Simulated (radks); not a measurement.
Results of a calculation; reference values are marked as such.
All-electron atom: Eu10+ in [Kr] 4d9 4f3 5s2 5p3 (not the ground configuration).

Code: a radial shooting solver on a logarithmic mesh with Libxc functionals. Model: scalar-relativistic Kohn-Sham, LDA (Slater exchange, Perdew-Wang correlation), spin-polarised, spherical densities, finite nucleus; open shells are filled with parallel spins first (spin-orbit coupling, left out, can overturn this in heavy ions); Fermi nuclear charge, rms radius 5.1115 fm.

Energy parts (hartree):
total: -10802.6065
kinetic: 11572.1122
electron-nucleus: -25958.2537
Hartree: 3810.7895
exchange-correlation: -227.2544

Orbitals (lengths in bohr, moments of r in powers of bohr; r(90%) holds 90 % of the orbital's charge):
| orbital | occ. | eigenvalue (hartree) | r(90%) |
|---|---|---|---|
| 1s up | 1 | -1782.936 | 0.0404 |
| 1s down | 1 | -1782.921 | 0.0404 |
| 2s up | 1 | -299.0471 | 0.147 |
| 2s down | 1 | -299.0150 | 0.147 |
| 2p up | 3 | -267.3906 | 0.137 |
| 2p down | 3 | -267.3595 | 0.137 |
| 3s up | 1 | -71.62825 | 0.366 |
| 3s down | 1 | -71.54288 | 0.366 |
| 3p up | 3 | -61.77374 | 0.371 |
| 3p down | 3 | -61.68700 | 0.371 |
| 3d up | 5 | -48.55982 | 0.352 |
| 3d down | 5 | -48.48210 | 0.352 |
| 4s up | 1 | -19.88798 | 0.799 |
| 4s down | 1 | -19.69016 | 0.799 |
| 4p up | 3 | -16.58159 | 0.850 |
| 4p down | 3 | -16.38515 | 0.850 |
| 4d up | 5 | -11.96235 | 0.931 |
| 4d down | 4 | -11.76567 | 0.931 |
| 4f up | 3 | -6.85629 | 1.10 |
| 4f down | 0 | -6.65628 | 1.10 |
| 5s up | 1 | -7.34403 | 1.65 |
| 5s down | 1 | -7.14209 | 1.66 |
| 5p up | 3 | -6.28544 | 1.79 |
| 5p down | 0 | -6.09215 | 1.81 |

The highest occupied level is 5p up at -171.04 eV. The configuration is held as typed, so some empty levels lie below it. The density falls to 0.001 e/bohr^3 at r = 2.52 bohr.
